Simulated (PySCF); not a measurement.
Isomers C5H6O2:

A. `O(C)c1ccoc1`
B. `C1C=C[C@@H](C=O)O1`
C. `COc1ccco1`

Spectrum 1. 13C{1H} NMR (computed): δ 168.1 (C), 135.1 (CH), 119.4 (CH), 88.2 (CH), 56.1 (CH3).

Spectrum 2. 13C{1H} NMR (computed): δ 210.7 (CH), 136.8 (CH), 132.5 (CH), 97.9 (CH), 83.0 (CH2).

Spectrum 3. 13C{1H} NMR (computed): δ 159.6 (C), 146.6 (CH), 125.2 (CH), 110.8 (CH), 58.4 (CH3).

PySCF 2.14.0 with density-fitted response routines calculation with NMR shieldings at PBE0/pcSseg-1/GIAO and GFN2-xTB structure; a single conformation, non-relativistic Hamiltonian, isolated molecule, rapidly exchanging positions averaged.

δ = σ(ref) − σ, references computed at the same level: 13C (σ = 186.93 ppm) against TMS. Shifts are as computed. Against solution values, carbons near 30 ppm lie about +3 ppm off and those near 130 ppm about +5 ppm. Of 1211 compounds with measured shifts, 218 miss one by over three times the rms of a fit or turn the order of signals round; such compounds aren't used in these exercises.

Which spectrum belongs to which compound?

Answers

1–C, 2–B, 3–A.

- Spectrum 1 (C): 5 13C signals; δC 168.1 is an aromatic carbon bearing oxygen; δC 88.2 is an aromatic CH.
- Spectrum 2 (B): 5 13C signals; δC 210.7 is an aldehyde carbonyl carbon; δC 136.8 is an alkene CH.
- Spectrum 3 (A): 5 13C signals; δC 159.6 is an aromatic carbon bearing oxygen; δC 110.8 is an aromatic CH.
